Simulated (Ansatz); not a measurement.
A further run on Be4F6⁺ (the lowest doublet isomer of a short search).

```yaml
crystal:
  periodic: [false, false, false]
  atoms:
    - {symbol: Be, position_ang: [-0.619759, -1.015780, 0.723066]}
    - {symbol: Be, position_ang: [-0.772945, 0.094573, -1.875855]}
    - {symbol: Be, position_ang: [1.371545, 0.237678, -0.034211]}
    - {symbol: Be, position_ang: [0.434218, 0.893330, 2.620345]}
    - {symbol: F, position_ang: [0.653762, 0.608547, -1.317479]}
    - {symbol: F, position_ang: [-0.641543, -0.215348, 2.005560]}
    - {symbol: F, position_ang: [1.357168, 1.042728, 1.245494]}
    - {symbol: F, position_ang: [-1.342383, -0.648010, -0.558372]}
    - {symbol: F, position_ang: [-1.334807, 0.225552, -3.136556]}
    - {symbol: F, position_ang: [0.894745, -1.223260, 0.327998]}
basis:
  gaussian: {orbitals: cc-pVTZ-DK}
total_charge: 1
magnetization: {spin_polarized: true, initial_magnetization: 1}
hamiltonian: {xc: {name: HSE06}, dispersion: d3bjatm}
scf: {omitted_lower_state_checks: [starts]}
output: {forces: true}
```

```sh
$ ansatz run in.yaml --threads 4 --pin off --events-out ev --progress --plain --max-ram 4787MiB
```

It prints (some lines left out):

```
Functional definition: HSE06
  name "HSE06"
  cite "Heyd, Scuseria & Ernzerhof, J. Chem. Phys. 118, 8207 (2003) doi:10.1063/1.1564060"
  cite "Krukau, Vydrov, Izmaylov & Scuseria, J. Chem. Phys. 125, 224106 (2006) doi:10.1063/1.2404663"
  cite "Heyd & Scuseria, J. Chem. Phys. 120, 7274 (2004) doi:10.1063/1.1668634"
  cite "Ernzerhof & Perdew, J. Chem. Phys. 109, 3313 (1998) doi:10.1063/1.476928"
  cite "Perdew, Burke & Ernzerhof, Phys. Rev. Lett. 77, 3865 (1996) doi:10.1103/PhysRevLett.77.3865"
  parent pbe
  parameter a = 0.25
  parameter omega = 0.11/bohr
  # The whole range is PBE's own exchange, as in plane waves. The composition of these papers is wPBEh.
  exchange = pbe_x - a*pbe_x_sr(omega) + a*exact_x_sr(omega)
  correlation = pbe_c
these checks for a lower state are left out or cut short: starts
1532 factors; their error is unknown
117 factors; integrals over basis functions are off by at most 1.6e-6 eV
mean field evaluation 1: about -17899.2548 eV, gradient 7.7e1 eV
mean field evaluation 2: about -17845.7834 eV, gradient 1.4e2 eV
mean field evaluation 4: about -17916.3671 eV, gradient 5.1e0 eV
mean field evaluation 8: about -17916.5238 eV, gradient 6.5e-2 eV
mean field evaluation 16: about -17916.4244 eV, gradient 1.2e-4 eV
mean field -17916.42444023 eV, -658.4164539898 hartree, gradient 4.4e-5 eV, S^2 0.750297; 0 other end points of the search recorded, 0 dependent functions left out
the calculation of the forces begins
reference -17916.42451817 eV, -658.4164568541 hartree; 35, 34 occupied and 265, 266 virtual orbitals, 1532 factors
Total energy: -17916.59889386 eV, -658.4228650424 hartree
Relativity: scalar
Atom 0 at    -0.619759    -1.015780     0.723066 Å, force     0.615315     0.664473    -0.308034 eV/Å
Atom 1 at    -0.772945     0.094573    -1.875855 Å, force    -0.071237     0.015842    -0.161064 eV/Å
Atom 2 at     1.371545     0.237678    -0.034211 Å, force    -0.878434    -0.275774     0.260032 eV/Å
Atom 3 at     0.434218     0.893330     2.620345 Å, force    -0.069587    -0.401420    -0.847368 eV/Å
Atom 4 at     0.653762     0.608547    -1.317479 Å, force     0.153908    -0.072381     0.291793 eV/Å
Atom 5 at    -0.641543    -0.215348     2.005560 Å, force     0.081050    -0.070926    -0.221897 eV/Å
Atom 6 at     1.357168     1.042728     1.245494 Å, force    -0.075753    -0.169622    -0.162334 eV/Å
Atom 7 at    -1.342383    -0.648010    -0.558372 Å, force     0.157428    -0.070149     0.290455 eV/Å
Atom 8 at    -1.334807     0.225552    -3.136556 Å, force     0.372993    -0.089964     0.831964 eV/Å
Atom 9 at     0.894745    -1.223260     0.327998 Å, force    -0.285684     0.469920     0.026454 eV/Å
Dipole moment:     0.542667    -0.378057     0.801121 e Å
Checks for a lower state left out: starts
```

Run time 7.5 s (4 threads of Intel Xeon 6975P-C on a shared host), peak host memory 1.3 GiB.

DK, ANO-RCC and x2c sets are all-electron and run with scalar relativity unless a key says otherwise. HSE06 is defined as in plane-wave codes, on full-range PBE exchange.

The dipole of an ion depends on the origin.
